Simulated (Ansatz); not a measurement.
A nudged elastic band was laid between two geometries of ClGeH3O2 (7 atoms, charge 0, multiplicity 1).

The calculation used RKS PBE/def2-SVP in Ansatz 0.2.0.

```json
{"movable images": "5", "climbing image": "yes", "spring": "5.0 eV/Å²", "optimiser": "quadratic models (default)", "start path": "through a guess of the saddle point", "force threshold": "0.05 eV/Å", "iteration limit": "60", "end points": "relaxed"}
```

Initial state:

```xyz
7
Properties=species:S:1:pos:R:3
Ge 0.315 -0.141 0.101
O 0.453 -0.336 1.872
H 0.048 0.432 2.319
H 1.664 -0.002 -0.622
Cl -0.905 1.648 -0.200
O -0.463 -1.583 -0.588
H -1.247 -1.841 -0.067
```

Final state:

```xyz
7
Properties=species:S:1:pos:R:3
Ge 0.115 0.132 -0.846
O 1.022 0.144 1.308
H 0.499 -0.706 1.323
H 1.957 -0.142 1.267
Cl -1.660 1.436 -0.376
O -0.564 -1.414 -0.048
H -1.505 -1.273 0.185
```

(1) Which bonds break or form, and what moves?

(2) What energy profile does the band end with?

(3) What is the geometry of the highest image?

## Answers

(1) Bonds broken: Ge1–O2, Ge1–H4. Bonds formed: O2–H4. ClGeH3O2 becomes ClGeHO + H2O.

(2) It converged. The highest image is number 4 of 0 to 6, 2.00 eV above the first end and 1.90 eV above the last; the last end lies 0.09 eV above the first. Neighbouring images differ by up to 1.7 eV, so the band resolves the path poorly. A vibrational analysis at the climbing image gives one clearly imaginary mode, 1166i cm⁻¹: a first-order saddle point. The orbitals stay closed-shell, which can raise the energy where a bond breaks towards radicals; this wasn't checked here.

```
image  path coordinate (Å)  energy (eV)  Ge1–O2 (Å)  Ge1–H4 (Å)  O2–H4 (Å)
    0                 0.00         0.00        1.79        1.54       2.79
    1                 0.77         0.01        1.78        1.53       2.66
    2                 1.55         0.03        1.78        1.54       2.67
    3                 2.32         0.48        1.79        1.53       2.34
    4                 3.09         2.00        1.99        1.62       1.52
    5                 3.95         0.29        2.36        2.39       0.98
    6                 4.82         0.09        2.34        2.82       0.98
```

(3) 
```xyz
7
Properties=species:S:1:pos:R:3
Ge 0.211 0.010 -0.250
O 0.826 0.224 1.628
H 0.738 -0.648 2.077
H 1.695 0.065 0.397
Cl -1.347 1.535 -0.568
O -0.645 -1.570 -0.205
H -1.612 -1.440 -0.266
```

Run time: 110 s on 2 threads of Arm Neoverse V2 (shared host), peak memory 0.14 GiB.
